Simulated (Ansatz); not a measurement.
`CC[Si](N)(O)Cl`, 14 atoms. Charge 0, multiplicity 1. Hardware: A = 2 threads of a server CPU on a shared host; B = 2 threads of an AMD EPYC 7R13 on a shared host and a share of an NVIDIA H100 80 GB. Correlated methods freeze the cores. Open-shell runs search over several starts.

Task: How many basis functions does each run have, and how long does it take in Ansatz? RHF-CCSD(T)/def2-TZVPP energy [B]; RKS BLYP-D4/def2-TZVPP energy [A]; RKS PBE0-D4/def2-QZVPP energy [B]; UKS B3LYP-D4/def2-TZVPP energy of the cation [A]; UHF-MP2/def2-QZVPP energy of the cation [B]; UKS B2PLYP (frozen core)/def2-TZVPP energy of the cation [A]; RKS PBE0-D4/def2-TZVP relaxation (8 steps) [B]; RKS ωB97M-V/def2-SVP energy [A]; RHF-CCSD(T)/def2-SVP energy [A]; RKS r2SCAN0-D4/def2-TZVPP energy [A]; UKS PBE0-D4/def2-TZVPP energy of the cation [A]; RKS B3LYP-D4/def2-TZVPP energy and forces [A]. (Best estimate.)

Result: The calculation gave: Other jobs shared the machine, so times are rough.

| level | job | functions | wall time | peak host memory (GiB) |
| --- | --- | --- | --- | --- |
| RKS BLYP-D4/def2-TZVPP | energy [A] | 320 | 6 s | 0.55 |
| RHF-CCSD(T)/def2-TZVPP | energy [B] | 320 | 6 s | 0.86 |
| RKS PBE0-D4/def2-QZVPP | energy [B] | 608 | 7.5 s | 1.1 |
| RKS ωB97M-V/def2-SVP | energy [A] | 132 | 11 s | 0.67 |
| RKS r2SCAN0-D4/def2-TZVPP | energy [A] | 320 | 16 s | 1.1 |
| RKS PBE0-D4/def2-TZVP | relaxation (8 steps) [B] | 246 | 17 s | 0.91 |
| UHF-MP2/def2-QZVPP | energy of the cation [B] | 608 | 17 s | 1.3 |
| RKS B3LYP-D4/def2-TZVPP | energy and forces [A] | 320 | 19 s | 1.2 |
| RHF-CCSD(T)/def2-SVP | energy [A] | 132 | 28 s | 0.91 |
| UKS PBE0-D4/def2-TZVPP | energy of the cation [A] | 320 | 52 s | 1.4 |
| UKS B3LYP-D4/def2-TZVPP | energy of the cation [A] | 320 | 63 s | 1.5 |
| UKS B2PLYP (frozen core)/def2-TZVPP | energy of the cation [A] | 320 | 81 s | 1.5 |

B3LYP here is the variant with VWN-RPA as its local correlation; programs differ in this.
